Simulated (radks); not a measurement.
Results of a calculation; reference values are marked as such.
Question: These are the eigenvalues of the occupied orbitals of an atom or ion with whole-number occupations (eV). Level of theory: Dirac Kohn-Sham, PBEsol, spin-unpolarised, spherical densities, point nucleus (a radial shooting solver on a logarithmic mesh with Libxc functionals).

1s1/2: -80664.60
2s1/2: -14251.09
2p1/2: -13666.59
2p3/2: -11831.69
3s1/2: -3390.838
3p1/2: -3128.343
3p3/2: -2723.467
3d3/2: -2288.096
3d5/2: -2201.067
4s1/2: -764.0489
4p1/2: -652.1909
4p3/2: -554.9978
4d3/2: -372.1204
4d5/2: -354.0219
5s1/2: -144.2026
4f5/2: -119.4096
4f7/2: -115.5946
5p1/2: -107.7469
5p3/2: -90.9336
5d3/2: -41.6330
5d5/2: -39.7820

Which element is it, and in what charge state? The configuration may be excited. Open shells, if any, fill j = l - 1/2 first.

Answer: Z = 79, gold, charge +3: Au3+ in [Xe] 4f14 5d8. The list shows which subshells hold electrons but not how many an open one holds; the 1s level, -2964.4 hartree, gives Z - s = 77.0 by -(Z - s)^2/2, which with screening and relativity narrows Z to a few neighbours, and the depths of the outer levels then fix element, charge and occupations together.
